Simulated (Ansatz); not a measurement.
The Cd1–H2 bond of CH4Cd (SMILES [CH3][CdH]) is stretched (multiplicity 1, the rest rigid).
Geometry at rest (charge 0, multiplicity 1):
```json
[
 {"atom": "Cd", "x (Å)": "-0.2807", "y (Å)": "-0.1510", "z (Å)": "-0.0414"},
 {"atom": "H", "x (Å)": "-1.7499", "y (Å)": "-0.9416", "z (Å)": "-0.2582"},
 {"atom": "C", "x (Å)": "1.5814", "y (Å)": "0.8509", "z (Å)": "0.2333"},
 {"atom": "H", "x (Å)": "2.0312", "y (Å)": "0.5593", "z (Å)": "1.1828"},
 {"atom": "H", "x (Å)": "1.4329", "y (Å)": "1.9311", "z (Å)": "0.2353"},
 {"atom": "H", "x (Å)": "2.2707", "y (Å)": "0.5954", "z (Å)": "-0.5719"}
]
```

Cores are frozen in the correlated methods.

The values were computed with Ansatz (Gaussian basis) for Hartree–Fock, density functionals and correlated methods.  In def2 rows elements past Kr take small-core potentials, without spin–orbit coupling.

FIC-MRCISD+Q on CASSCF(2,2)/def2-TZVPP, total energies (hartree):

```
R (Å)       CASSCF       MRCISD  weight c² of the reference
-----  -----------  -----------  --------------------------
1.682  -207.056058  -207.611925                     0.89381
2.944  -206.986824  -207.529384                     0.89558
5.384  -206.953940  -207.496938                     0.89555
```

Task: Add the Davidson correction (E_MRCISD − E_CASSCF)(1 − c²)/c² and give the energies above the first point at the three levels.

Result: 
Corrections (hartree): -0.066042, -0.063262, -0.063334. Above the first point (kcal/mol):
- R = 2.944 Å: CASSCF 43.4, MRCISD 51.8, with the correction 53.5
- R = 5.384 Å: CASSCF 64.1, MRCISD 72.2, with the correction 73.9

Ansatz is a program for electronic structure.
